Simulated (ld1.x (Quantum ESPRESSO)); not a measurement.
## What one change does to a pseudopotential (Li, ultrasoft)

ld1.x (Quantum ESPRESSO) 7.5 input, shortened:

```
&input
   title='Li', zed=3., rel=0, dft='PW91', iswitch=3,
   config='[He] 2s0 2p0'
 /
 &inputp
   pseudotype=3, tm=.true., lloc=-1, rcloc=1.20,
   nlcc=.false.,
   which_augfun='PSQ', rmatch_augfun=0.75
 /
4
1S  1  0   2.00   0.00  0.90  1.00  0.0
2S  2  0   0.00   0.00  0.90  1.00  0.0
2P  2  1   0.00   0.00  3.45  4.55  0.0
2P  2  1   0.00   0.90  3.45  4.55  0.0
 &test
   configts(1)='1s2 2s0 2p0'
 /
```

Change: functional PBE.

Cutoffs: the cutoffs (Ry, on a coarse ladder) from which the occupation-weighted sum of valence levels, in a spherical-Bessel basis at the reference potential, stays within 10 and 1 mRy of its value at 400 Ry; they do not see the model core or the augmentation charge, which bear on the density cutoff. Errors are all-electron minus pseudo energies relative to the spin-unpolarised reference configuration.

Task: What does the change do?

Result: The potential gets neither clearly harder nor softer (45 Ry and 60 Ry → 45 Ry and 55 Ry); of the 4 tests that both files solve, the error grows in 1 and shrinks in 0 by more than 15 % and 0.3 meV (median size 16.7 → 24.6 meV); the range in which the p phases agree narrows (upper end 1.8 → 0.3); neither file shows a bound ghost.

```tsv
quantity	base	changed
cutoff, loose	45 Ry	45 Ry
cutoff, tight	60 Ry	55 Ry
bound ghosts	none	none
error for 1s2 2s1 2p0, meV [ΔE -5.35 → -5.30 eV]	+0.1	+0.1
error for 1s2 2s0.5 2p0, meV [ΔE -3.29 → -3.25 eV]	0.0	0.0
error for 1s2 2s0 2p1, meV [ΔE -3.56 → -3.51 eV]	+33	+49
error for 1s1 2s1 2p0, meV [ΔE 63.24 → 63.11 eV]	+339	+334
s: phases at 4.93 bohr within 0.05 rad from the reference energy up to (Ry; the scan ends near 5)	to the end of the scan	n/a
p: phases at 4.93 bohr within 0.05 rad from the reference energy up to (Ry; the scan ends near 5)	1.8	0.3
lowest overlap eigenvalue by channel	s 0.34, p 0.78	s 0.34, p 0.77
```
